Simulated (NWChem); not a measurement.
Molecule: SiBrF, singlet; SMILES F[Si]Br

```xyz
3

Si     0.6445    -1.1609     0.0000
F     -0.7685    -1.9470     0.0000
Br    -0.0438     1.0207     0.0000
```
Atoms are numbered in this order, from 1.

All runs: NWChem. Low-valent species are run as closed-shell singlets; no triplet was tried in these runs. Geometry: optimised at B3LYP/6-31G* (spherical d). Level: M06-2X/def2-SVP with SMD (1 M gas to 1 M solution), gas-phase geometry. Reactions with the solvent are ignored.

### Question
Order these by “dipole in solution (D)”, lowest first: water; n-hexane; anisole.

### Answer
n-hexane (1.70), anisole (1.82), water (1.92)
